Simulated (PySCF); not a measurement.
Input for PySCF: R-HF/3-21G on H4OSi2 (SMILES O[Si][SiH3]), a point of a torsion scan.

```python
from pyscf import gto, scf, dft, mp
from pyscf.data.elements import chemcore

mol = gto.M(
    atom='''
    O     2.29337258   -0.25442137   -0.01263043
    Si    0.95523550   -1.18275156   -0.04212362
    Si   -0.96366777    0.06372031    0.02019940
    H     2.39522475    0.69741409    0.02518081
    H    -1.19691842    1.52189714    0.08076348
    H    -1.72246171   -0.45159372    1.17619151
    H    -1.73778944   -0.35757468   -1.16338035
    ''',
    basis='3-21g',
    charge=0, spin=0, verbose=3, max_memory=1800)
mf = scf.RHF(mol)
mf.conv_tol = 1e-8
mf.max_cycle = 100
mf.kernel()
if not mf.converged:
    mf = mf.newton().run(mf.mo_coeff, mf.mo_occ)
```

It printed:

```
converged SCF energy = -651.535051957673
```

Self-consistency was reached.

Cost: about 0.28 core-seconds (a rough figure).
